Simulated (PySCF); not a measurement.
## Electric field gradients and quadrupole coupling constants

Species: C3H9NSSi.
Structure used (GFN2-xTB), in Å, numbered top down from 1:
```
atom  x, y, z in Å
C1    -1.479   -1.081   -0.009
C2    -1.251    0.190   -0.306
C3    -2.314    1.129   -0.782
S4     0.328    0.980   -0.183
Si5    1.773   -0.598    0.077
N6     3.234    0.244   -0.210
H7    -2.468   -1.494   -0.113
H8    -0.715   -1.750    0.343
H9    -3.284    0.639   -0.792
H10   -2.078    1.477   -1.787
H11   -2.356    2.002   -0.133
H12    1.606   -1.166    1.417
H13    1.596   -1.595   -0.971
H14    4.118   -0.201   -0.036
H15    3.287    1.234   -0.041
```

Field gradients from the PBE0/pcSseg-1 density (PySCF, non-relativistic), principal values in atomic units, ordered |Vxx| ≤ |Vyy| ≤ |Vzz|:

```csv
atom,Vxx,Vyy,Vzz
S4,-0.0106,-1.9926,2.0031
N6,0.3745,0.6336,-1.0081
```

Problem. Find the asymmetry η = (Vxx − Vyy)/Vzz and the couplings χ = eQV/h (234.96 MHz × Q in barn × V in au), with Q(33S) = −0.0678 b, Q(14N) = 0.02044 b.

Solution. 
| atom | environment | nucleus | η | χzz (MHz) | χxx (MHz) | χyy (MHz) |
| --- | --- | --- | --- | --- | --- | --- |
| S4 | sulfur bonded to C and Si | 33S | 0.99 | -31.91 | 0.17 | 31.74 |
| N6 | silicon-bound nitrogen | 14N | 0.26 | -4.841 | 1.798 | 3.043 |

At S4 η is above 0.9: Vyy and Vzz are nearly equal in size and opposite in sign, so a small change could swap them and flip the sign of χzz. 

Problem. What is Vzz at N6 in SI units (1 au = 9.71736 × 10²¹ V/m²)?

Solution. -1.0081 au = -9.796 × 10²¹ V/m².

Problem. And the gradient at the other heavy atoms, for which no coupling is worked out here?

Solution. 
| atom | environment | Vzz (au) | η |
| --- | --- | --- | --- |
| C1 | terminal =CH2 carbon | 0.178 | 0.45 |
| C2 | fully substituted alkene carbon | -0.337 | 0.16 |
| C3 | allylic carbon | 0.100 | 0.14 |
| Si5 | SiH2 silicon | 0.549 | 0.55 |

Were the hydrogens deuterons (Q(2H) = 0.00286 b), χzz would run from 106 kHz (H12) to 293 kHz (H14).

Isolated species at its GFN2-xTB geometry (one conformer only). GFN2-xTB bond lengths can be off by several hundredths of an ångström, more for odd bonds, and the gradients follow them. The basis is small and wasn't made for field gradients, so the couplings can be 20 % off.
